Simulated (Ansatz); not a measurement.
Worked example: C2H3FSi + C3H8N → C2H2FSi + C3H9N

Species: C2H3FSi `C#C[SiH2]F`, singlet; C3H8N `CC[N]C`, doublet; C2H2FSi `C#C[SiH]F`, doublet; C3H9N (ethylmethylamine) `CCNC`, singlet. A radical takes H: the energy is the difference in strength between the Si–H bond broken and the N–H bond made.

Shapes, held fixed at every level: PBE0-D4/def2-TZVP. Flexible molecules stand in one conformer, not always the lowest. Programs: Ansatz 0.2.0. The zero-point and thermal change to 298 K, harmonic and unscaled (PBE0-D4/def2-TZVP), is +13.8 kJ/mol.

At B2PLYP/def2-TZVPP; 1 Eh = 2625.50 kJ/mol:

```
species  energy (Eh)
C2H3FSi  -467.199364
  C3H8N  -173.725138
C2H2FSi  -466.546159
  C3H9N  -174.381961
```

Q: Work out ΔH(298 K) of the reaction at this level.

A: 
1. Products less reactants: (-466.546159) + (-174.381961) − [(-467.199364) + (-173.725138)] = -0.003618 Eh = -9.5 kJ/mol.
2. With the thermal change: -9.5 + (+13.8) = +4.3 kJ/mol.

Other levels give -26.2 (SPW92/def2-TZVPP) to +38.3 kJ/mol (HF/def2-SVP). No measured value is set beside it here. Spin contamination: C2H2FSi (⟨S²⟩ up to 0.82). Open shells run unrestricted.
